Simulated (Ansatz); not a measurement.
# Energy profile

The step: Si₂H₃ClOF₂ ([F][Si]([F])([Cl])[O][SiH3]) + HCl → SiCl₂F₂ ([F][Si]([F])([Cl])[Cl]) + SiH₄O ([OH][SiH3]); bonds formed: Si1–Cl8, O2–H7; bonds broken: Si1–O2, H7–Cl8 (atoms numbered as in the saddle structure below).

```
11
angstrom
Si -0.4615 0.5220 1.2079
O 0.2228 0.2455 -0.3563
Si 0.2656 -1.1481 -1.3494
F -1.0520 -0.9744 1.2628
F -1.8055 1.3356 1.2812
Cl 0.7415 0.4956 2.8262
H 0.6140 1.2843 -0.4736
Cl 0.6002 2.6560 0.4280
H 1.0455 -0.7015 -2.5221
H -1.1221 -1.4983 -1.7057
H 0.9514 -2.2166 -0.5991
```

Electronic energies by CCSD(T) at an estimated basis limit (MP2 extrapolated from triple and quadruple zeta, plus CCSD(T) − MP2 in triple zeta), on PBE0-D4/def2-TZVP structures; Si$_{2}$H$_{4}$Cl$_{2}$OF$_{2}$, singlet; no counterpoise correction. Computed with Ansatz 0.2.0 (basis: def2-TZVPP and def2-QZVPP); correlated methods freeze the cores. Extrapolation: Hartree–Fock as exp(−7.88 √X), correlation as X^−2.97.

(1) Give the profile in kcal/mol, counted from the separated reactants. (To be estimated.)

The T1 diagnostic stays at or below 0.012.

## Answers

(1) By the calculation:
| point | kcal/mol |
| --- | --- |
| separated: Si$_{2}$H$_{3}$ClOF$_{2}$ (linked as [F][Si]([F])([Cl])[O][SiH3]; Si1, O2, Si3, F4, F5, Cl6, H9, H10, H11; singlet) + HCl (H7, Cl8; singlet) | 0.00 |
| start structure | -1.93 |
| saddle | 26.87 |
| end structure | 7.46 |
| separated: SiCl$_{2}$F$_{2}$ (linked as [F][Si]([F])([Cl])[Cl]; Si1, F4, F5, Cl6, Cl8; singlet) + SiH$_{4}$O (linked as [OH][SiH3]; O2, Si3, H7, H9, H10, H11; singlet) | 10.41 |

Hydrogen chloride, the by-product of chloride precursors, can attack films and sites by steps of this kind. Here a small cluster stands in for the surface site.

For scale, one of the runs: CCSD(T)/def2-TZVPP, 317 basis functions, launched by `ansatz run in.yaml --threads 4 --pin off --events-out ev --progress --plain --max-ram 66560MiB --backend cuda --devices 0, --max-vram 37GiB`. Time: 8 s of wall clock on 4 CPU threads of an AMD EPYC 7R13 and a share of one NVIDIA H100; the host was shared. Peak host memory: 0.84 GiB.
